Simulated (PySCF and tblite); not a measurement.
The numbers below are computed, except where a source is named.
System: C₈H₈N₂, numbered as in [CH3:1][c:2]1[cH:3][cH:4][cH:5][c:6]2[cH:7][n:8][nH:9][c:10]12.

Motion: shift of H on N9 from N9 to N8. GFN2-xTB gives an electronic barrier of 48.8 kcal/mol and a reaction energy of 4.5 kcal/mol.

Tunnelling of the moving H, left out here, will speed the real process. In real samples such hydrogens mostly exchange between molecules or through solvent, far faster than by this path. DFT energies on a tight-binding saddle of a bond shift can be off by several kcal/mol.

(1) What does PBE0/pcSseg-1 + D3(BJ) give on GFN2-xTB geometries?

Programs: tblite and PySCF.

Results:

(1) A barrier of 54.6 kcal/mol, 5.9 above the tight-binding barrier (from unrounded values), a reaction energy of 4.4 kcal/mol and, with GFN2-xTB thermal terms, ΔG‡(298 K) = 50.5 kcal/mol and k = 1.2×10⁻²⁴ s⁻¹ (2 equivalent paths).
